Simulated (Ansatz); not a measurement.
Geometry optimisation, DFT PBE-D3(BJ), scalar-relativistic, plane waves, PAW (Ansatz 0.2.0).

Input file:

```yaml
accuracy: low
crystal:
  lattice:
    - [6.049589, 0.0, 0.0]
    - [0.0, 6.049589, 0.0]
    - [0.0, 0.0, 6.049589]
  atoms:
    - { symbol: O, position: [0.8168062, 0.9775691, 0.8386693] }
    - { symbol: H, position: [0.8422, 1.0298053, 0.6894718] }
    - { symbol: H, position: [0.961836, 0.9321127, 0.8890027] }
    - { symbol: O, position: [0.751435, 0.7056477, 0.2362893] }
    - { symbol: H, position: [0.8514265, 0.6944566, 0.1117508] }
    - { symbol: H, position: [0.8483624, 0.70795, 0.3636987] }
    - { symbol: O, position: [0.0436925, 0.50659, 0.729322] }
    - { symbol: H, position: [-0.0820727, 0.604848, 0.7420439] }
    - { symbol: H, position: [0.0855869, 0.5170622, 0.5751515] }
    - { symbol: O, position: [0.3888748, 0.0455348, 0.4811517] }
    - { symbol: H, position: [0.320303, -0.0061309, 0.6162884] }
    - { symbol: H, position: [0.4007891, 0.2038496, 0.5018359] }
    - { symbol: O, position: [0.6337042, 0.2425896, 0.0892691] }
    - { symbol: H, position: [0.5286108, 0.123531, 0.1096113] }
    - { symbol: H, position: [0.6247546, 0.2758606, -0.0670841] }
    - { symbol: O, position: [0.2138489, 0.5789758, 0.199988] }
    - { symbol: H, position: [0.1534477, 0.5715208, 0.0519019] }
    - { symbol: H, position: [0.1101068, 0.4949921, 0.2884059] }
    - { symbol: Mg, position: [0.4711036, 0.5711522, 0.5896521] }
    - { symbol: Cl, position: [0.9088634, 0.1732424, 0.3893077] }
    - { symbol: Cl, position: [0.1853583, 0.1712744, 0.9945159] }
basis:
  ecutwfc: 420.0
kpoints:
  mp_grid: { grid: [1, 1, 1] }
hamiltonian:
  xc: pbe
  dispersion: d3bj
scf:
  occupations: { method: fermi_dirac, width: 0.05 }
  lower_state_search: "off"
relax:
  f_tol: 0.3
  max_steps: 15
  adjacent_minimum: "off"
```

Command:

```bash
$ ansatz run input.yaml --threads 1 --pin off --max-ram 3072MiB --backend cpu --events-out ev --progress --plain --runs-dir out
```

**Question.** Where does it end, and by what steps?

**Answer.** It did not converge within its limit. Limits of this set-up: coarse k mesh, low accuracy level. After 14 steps the energy has fallen by 10.843 eV; Mg19 moved furthest, 1.47 Å. Joined: O4–Mg19, O10–Mg19, O16–Mg19.

```tsv
step	energy less start (eV)	largest force component (eV/Å)	accepted
0	0.0000	1.917	yes
1	-1.8343	1.198	yes
2	-3.3349	1.995	yes
3	-4.7272	2.099	yes
4	-6.0562	1.852	yes
5	-7.1399	1.439	yes
6	-8.0227	1.074	yes
7	-8.7877	0.981	yes
8	-9.4743	0.949	yes
9	-9.9345	0.854	yes
10	-10.2845	0.588	yes
11	-10.5274	0.572	yes
12	-10.6660	0.652	yes
13	-10.7548	0.396	yes
14	-10.8434	0.424	yes
```

```xyz
21
Lattice="6.0496 0.0000 0.0000 0.0000 6.0496 0.0000 0.0000 0.0000 6.0496" Properties=species:S:1:pos:R:3
O 5.139 5.067 4.999
H 5.026 5.729 4.273
H 5.777 5.567 5.583
O 3.836 4.276 1.677
H 3.963 3.627 0.920
H 4.453 5.029 1.556
O 0.981 3.552 4.102
H 0.244 4.153 4.482
H 0.494 2.725 3.886
O 2.468 0.003 3.515
H 2.173 0.173 4.459
H 3.245 0.581 3.323
O 3.696 2.436 -0.210
H 3.282 1.577 0.034
H 4.215 2.265 -1.036
O 1.163 3.132 1.369
H 1.509 2.840 0.504
H 0.576 2.399 1.661
Mg 2.112 4.332 2.643
Cl 5.102 1.399 2.978
Cl 1.399 0.374 6.270
```

Run time: 28 s on 1 thread of Arm Neoverse V2, with other jobs on the host, peak memory 0.35 GiB.
